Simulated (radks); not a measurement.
Charge is removed step by step from the 5p (averaged over the sub-levels emptied) level of the barium ion Ba+, starting from [Xe] 6s1. Method: Dirac Kohn-Sham, BLYP, spin-unpolarised, spherical densities, point nucleus; computed with a radial shooting solver on a logarithmic mesh with Libxc functionals.

| removed (e) | E - E(0) (eV) | eigenvalue (eV) | E minus straight line (eV) |
|---|---|---|---|
| 0 | 0.000 | -24.155 | 0.000 |
| 0.125 | 3.098 | -25.411 | -0.565 |
| 0.25 | 6.353 | -26.682 | -0.972 |
| 0.375 | 9.769 | -27.968 | -1.220 |
| 0.5 | 13.346 | -29.267 | -1.305 |
| 0.625 | 17.086 | -30.580 | -1.228 |
| 0.75 | 20.991 | -31.905 | -0.986 |
| 0.875 | 25.063 | -33.243 | -0.577 |
| 1 | 29.303 | -34.592 | 0.000 |

Removing the whole electron costs 29.303 eV by Delta-SCF, against 24.155 eV from minus the eigenvalue at the starting occupation. Slater's transition state (half an electron removed) gives 29.267 eV. Integrating minus the eigenvalue over the occupation (Janak's theorem) gives 29.303 eV. The mean slope of the eigenvalue, de/dn, is 10.4 eV per electron.
